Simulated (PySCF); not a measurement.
Mg(OMe)(SiMe3), SMILES C[O][Mg][Si](C)(C)C (C4H12MgOSi) at its GFN2-xTB optimised geometry (Å):

```
19

Mg     0.3982    -0.2072     0.0000
O      2.0971    -0.2072     0.0000
C      3.4802    -0.2005     0.0000
H      3.8665     0.1897     0.9517
H      3.8735    -1.2168    -0.1398
H      3.8653     0.4317    -0.8121
Si    -2.0354    -0.1000     0.0000
C     -2.6043     1.6361     0.5713
C     -2.7871    -1.4018     1.1856
C     -2.7273    -0.4147    -1.7570
H     -3.6888     1.7226     0.5774
H     -2.2509     1.8516     1.5772
H     -2.2155     2.4104    -0.0863
H     -2.4340    -1.2548     2.2036
H     -2.5133    -2.4104     0.8848
H     -3.8735    -1.3469     1.2025
H     -2.4518    -1.4040    -2.1151
H     -2.3384     0.3120    -2.4667
H     -3.8129    -0.3476    -1.7781
```

Method: B3LYP/def2-SVP (PySCF 2.14.0). Cells within 0.4 Å of a nucleus heavier than hydrogen are left out (blank, or x).

Map of the electrostatic potential (hartree/e), clipped to [-0.08, 0.12] on the plane z = 0.8 Å:

```
|33333333333333333333333333333|
|33333333333333333333333333333|
|33332223333333333333333322222|
|33322222233333333333332222222|
|33222222223333333333322222222|
|33222222223333333333222222222|
|33322222223333333333222222222|
|33332223333333333332222222222|
|33333457974333333332222222222|
|33347999998434444322222222222|
|33349999x99444554321122222222|
|33347999999546786411122332222|
|33334469999768999510135753222|
|33333359999989999811269994322|
|33333359999999999946699994322|
|33334469999999999946699973222|
|33347999999979999810268643222|
|33359999998558999510123432222|
|33349999996446786421122332222|
|33334489995444555322222222222|
|33333349996434444322222222222|
|33222237995333433332222222222|
|33222233443333333332222222222|
|33322333333333333333222222222|
|33333333333333333333322222222|
|33333333333333333333332222222|
|33333333333333333333333322222|
|33333333333333333333333333333|
|33333333333333333333333333333|
```
Scale: ten equal steps from -0.053 (start of '0') to 0.120 (end of '9'), in the order '0123456789'; x runs from -6.00 to 6.00, y from -6.00 (bottom) to 6.00 (top).
